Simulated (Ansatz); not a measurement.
Cost and result for the atomization energy of AlBH₈OSi₂, SMILES `[BH2][Al]([SiH3])[O][SiH3]` (13 atoms, 12 bonds).

Cartesian coordinates in Å:
```
B 2.1321 -1.5059 -0.9301
Al 0.3882 -0.3996 -0.4431
Si -1.6185 -0.1694 -1.8544
O 0.3461 0.3933 1.0514
Si -0.0048 1.2371 2.3933
H 3.0671 -1.0201 -1.5034
H 2.2463 -2.6743 -0.6833
H -2.7268 -1.0301 -1.3450
H -1.3659 -0.5777 -3.2668
H -2.1260 1.2329 -1.8776
H -1.4778 1.3526 2.5740
H 0.5727 2.6045 2.2992
H 0.5672 0.5565 3.5857
```

Total charge 0; spin multiplicity 1. The structure was optimised at the PBE0-D4/def2-TZVP level. It is one conformer, not always the lowest. Program: Ansatz. All runs use 4 threads of an Arm Neoverse V1 on a shared host. Times are those of one run each, without the atoms' runs, and a repeat can differ threefold. Electronic energies, without spin–orbit coupling; frozen cores. CCSD(T)/CBS adds CCSD(T) − MP2 in def2-TZVPP to the MP2 limit, and its time is that of the two runs behind it. T1 = 0.013. B3LYP takes the VWN-RPA correlation (the form of Gaussian; ORCA's B3LYP/G).

CCSD(T)/CBS is a level of theory with its own doubt, some kJ/mol a heavy atom from the limit and from the frozen cores, so smaller differences don't rank the functionals.

| level | functions | wall time |
| --- | --- | --- |
| PBE-D4/def2-TZVPP (with forces) | 300 | 3.8 s |
| PBE0-D4/def2-TZVPP | 300 | 4.9 s |
| r2SCAN-D4/def2-TZVPP (with forces) | 300 | 8 s |
| B2PLYP/def2-TZVPP | 300 | 8.5 s |
| B3LYP-D4/def2-TZVPP (with forces) | 300 | 8.5 s |
| ωB97X-V/def2-TZVPP | 300 | 13 s |
| ωB97M-V/def2-TZVPP (with forces) | 300 | 19 s |
| MP2/def2-QZVPP | 564 | 32 s |
| CCSD(T)/def2-TZVPP | 300 | 4.3 min |
| CCSD(T)/CBS(def2) | – | 4.9 min |

(1) What atomization energy does each give, and how far from CCSD(T)/CBS? (An estimate is asked.)

## Answers

(1) The calculation gave: 
```tsv
level	atomization (kcal/mol)	difference from CCSD(T)/CBS	per bond
PBE-D4/def2-TZVPP (with forces)	966.7	-11.0	-0.9
PBE0-D4/def2-TZVPP	962.8	-14.9	-1.2
r2SCAN-D4/def2-TZVPP (with forces)	978.3	0.6	0.0
B2PLYP/def2-TZVPP	964.4	-13.3	-1.1
B3LYP-D4/def2-TZVPP (with forces)	975.9	-1.8	-0.2
ωB97X-V/def2-TZVPP	984.1	6.4	0.5
ωB97M-V/def2-TZVPP (with forces)	976.8	-0.9	-0.1
MP2/def2-QZVPP	970.4	-7.3	-0.6
CCSD(T)/def2-TZVPP	953.4	-24.3	-2.0
CCSD(T)/CBS(def2)	977.7	0.0	0.0
```

The D4 term adds +10.0 kcal/mol with B3LYP and +5.4 kcal/mol with PBE0; it sums over pairs of atoms, weighted by their polarisabilities, and B3LYP, whose exchange is more repulsive, gets the larger term. From PBE to PBE0 (25 % exact exchange), in def2-TZVPP and without D4, the atomization energy moves by −3.1 kcal/mol: exact exchange takes away binding that semilocal exchange gives to molecules. In def2-TZVPP, CCSD(T) changes the Hartree–Fock value by +200.5 kcal/mol (the triples alone add +8.7 kcal/mol) and MP2 by +202.8 kcal/mol; breaking electron pairs costs correlation energy, which Hartree–Fock lacks.
